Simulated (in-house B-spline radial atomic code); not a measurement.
## RPA and G0W0 on BLYP: Cl6+

Configuration [Ne] 3s1, highest spin, mean-field start BLYP. Computed with a B-spline radial code for spherical atoms: all electrons, scalar-relativistic (spin-free one-electron X2C), finite nucleus, each spin shell either full or empty, empty states to l = 9 with an (l + 1/2)⁻⁴ tail; G0W0 by contour deformation at full frequency.

Command:
```bash
python run_gw.py task.json out
```
Settings (radii: box in bohr, nucleus in fm):
```
Z                        17
electrons                11
configuration            [Ne] 3s1
hamiltonian              x2c
method                   b88,lyp
lmax                     9
rms_radius               3.3654
spin_polarised           True
box_radius               9.29
intervals                68
ion_configuration        [He] 2s2 2p6
```

Run time, properties included: 1.5 s on 1 thread of Intel(R) Xeon(R) 6975P-C (shared host).

Energies (hartree):

```tsv
term	value
mean-field total	-450.80567
Hartree-Fock functional on these orbitals	-450.32575
direct second order	-0.74069
second-order exchange	0.28295
SOSEX correction	0.26175
```

Question: What is the RPA correlation energy, and what remains with SOSEX?

Answer: RPA gives -0.67714 hartree (-1.68 eV per electron); RPA + SOSEX gives -0.41539, and the second-order doubles -0.45774 hartree (no singles). SOSEX takes back 39 % of the RPA value.

Quasi-particle levels (eV):

```tsv
level	occupied	mean field	Σx - vxc	Σc	QP weight	G0W0
3s up	yes	-107.45	-6.37	?	?	?
2p down	yes	-298.92	-27.26	3.42	0.952	-322.75
2p up	yes	-299.38	-27.53	3.53	0.950	-323.38
3s down	no	-104.48	10.02	-2.75	0.939	-97.21
```

G0W0 = mean field + (Σx - vxc) + Σc, with Σc (partial-wave tail included) taken at the quasi-particle energy. Only the outer levels were computed. Levels of low weight are left out.

Question: Where does G0W0 put 3s up?

Answer: At -115.52 eV, with Σc = -1.70 eV and a quasi-particle weight of 0.971. The tabulated removal energy is 114.201 eV (NIST, measured); the calculation leaves out spin-orbit coupling, Breit and QED terms, and what these don't explain is the method's own error.

Question: What does it cost to remove one electron (to [He] 2s2 2p6) by differences of total energies, each species on its own start (correlation terms add to the Hartree-Fock functional)?

Answer: BLYP 115.45 eV, Hartree-Fock functional 113.68 eV, + RPA 115.15 eV, + RPA + SOSEX 114.16 eV, + second order 114.28 eV. Tabulated: 114.201 eV (NIST, measured); the calculation leaves out spin-orbit coupling, Breit and QED terms, and what these don't explain is the method's own error.
